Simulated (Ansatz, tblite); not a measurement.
Cost and result up the ladder for the cluster Cs₂I (3 atoms). The state is a doublet with charge 0. Geometry: PBE-D4/def2-TZVP.

```csv
atom,x (Å),y (Å),z (Å)
Cs1,-1.878,1.306,-1.152
Cs2,0.758,-0.696,2.346
I3,1.121,-0.609,-1.194
```

Ansatz on 4 threads of Intel Xeon Platinum 8259CL on a shared host; xTB runs through tblite on one thread. Times are rough, summed over both states, and most runs start from the orbitals of an earlier one. CCSD(T)/def2-TZVPP serves as the yardstick here, not as an exact answer. The other state is a quartet at its own geometry, which has other bonds, so the gap mixes isomer and spin.

In the def2 sets Cs, I take a core potential; there is no spin–orbit coupling. The xTB rows come from tblite. LC-ωPBE has ω = 0.4 bohr⁻¹. Correlated methods freeze 4 core orbitals; core or outer-core shells of Cs, I are correlated, in sets that lack core-valence functions. The structure comes from a short search, and lower isomers may exist.

Correlated methods converge slowly with the basis.

xTB has no spin-polarisation term.

```json
{"level": "GFN1-xTB", "functions": "17", "wall time": "0.004 s"}
{"level": "GFN2-xTB", "functions": "17", "wall time": "0.005 s"}
{"level": "HF/def2-TZVP", "functions": "108", "wall time": "2.4 s"}
{"level": "MP2/def2-TZVP", "functions": "108", "wall time": "2.9 s"}
{"level": "PBE-D4/def2-TZVP", "functions": "108", "wall time": "6.3 s"}
{"level": "RPA@PBE/def2-TZVP", "functions": "108", "wall time": "7.9 s"}
{"level": "LC-ωPBE/def2-TZVP", "functions": "108", "wall time": "8.8 s"}
{"level": "r2SCAN-D4/def2-TZVP", "functions": "108", "wall time": "13 s"}
{"level": "r2SCANh-D4/def2-TZVP", "functions": "108", "wall time": "13 s"}
{"level": "PBE0-D4/def2-TZVP (with forces)", "functions": "108", "wall time": "25 s"}
{"level": "B97M-V/def2-TZVP", "functions": "108", "wall time": "30 s"}
{"level": "CCSD(T)/def2-TZVPP", "functions": "122", "wall time": "32 s"}
{"level": "ωB97M-V/def2-TZVP", "functions": "108", "wall time": "36 s"}
```

Q: Estimate what each level gives for the quartet − doublet (eV).

A: 
```csv
level,quartet − doublet (eV),difference from CCSD(T)/def2-TZVPP (eV)
GFN1-xTB,5.22,1.19
GFN2-xTB,4.96,0.93
HF/def2-TZVP,3.35,-0.68
MP2/def2-TZVP,4.14,0.11
PBE-D4/def2-TZVP,3.93,-0.10
RPA@PBE/def2-TZVP,3.62,-0.41
LC-ωPBE/def2-TZVP,4.31,0.27
r2SCAN-D4/def2-TZVP,4.23,0.20
r2SCANh-D4/def2-TZVP,4.20,0.17
PBE0-D4/def2-TZVP (with forces),3.98,-0.05
B97M-V/def2-TZVP,4.04,0.01
CCSD(T)/def2-TZVPP,4.03,0.00
ωB97M-V/def2-TZVP,4.24,0.21
```
